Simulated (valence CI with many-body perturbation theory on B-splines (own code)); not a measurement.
## Mo2+: what the settings do

Calculated by valence CI with perturbative core correlation (CI+MBPT): four valence electrons over a frozen Dirac-Fock core [Kr], a basis of 6 s, 6 p, 5 d, 5 f, 1 g functions for each j, with the one-electron correlation potential Σ1 (screened to all orders), the two-electron term Σ2, the three-electron term Σ3, Breit, model QED; selected single and double excitations, second order for the rest, scaled by the run's own slope (own B-spline code, finite nucleus).

Against 20 measured levels this calculation errs by 426 cm⁻¹ on average and by 1055 at most. These come from a selection out of Sugar and Musgrove, J. Phys. Chem. Ref. Data 17, 155 (1988). Levels without a partner in it may be off by more, other configurations by 1,000 to 8,000 cm⁻¹. Only levels of the ground parity were solved; by the run's estimate the other parity begins above the list, which can be wrong where configurations are misplaced.

The reference run has the lowest level 4d4 5D_0 and an ionisation energy of 26.8203 eV. Its largest variational space holds 10527 state functions.

Changed runs:
A. scale of Σ1 1 → 0
B. selection threshold (hartree) 2e-08 → 1e-06; lowest core n in screening and Σ2 2 → 3
C. size limit of the variational space 10000 → 3000
D. start configuration 4d4 → 5d4 (bad on purpose)

Excitation energies of the reference run in cm⁻¹, and shifts in cm⁻¹:

```csv
Level,Reference,A,B,C
4d4 5D_1,231,-34,+0.8,+11
4d4 5D_2,646,-90,+1.1,+17
4d4 5D_3,1194,-156,+0.5,+16
4d4 5D_4,1840,-229,+0.2,+18
4d4 3P_0,12061,-495,-4.4,-0.6
4d4 3H_4,12752,-396,-2.0,+20
4d4 3P_1,13255,-661,-1.2,+16
4d4 3H_5,13302,-475,-2.6,+17
4d4 3H_6,13813,-536,-2.5,+2.3
4d4 3F_2,14460,-624,-0.7,+23
4d4 3F_3,14463,-578,-2.8,+23
4d4 3F_4,14776,-626,-2.3,+25
Ionisation energy (eV),26.8203,-1.1481,+0.0016,+0.00037
```

Run D: It gave no result: the start configuration must fill the lowest shells above the core. The program said: "5d is not the lowest shell of its kind above the core".
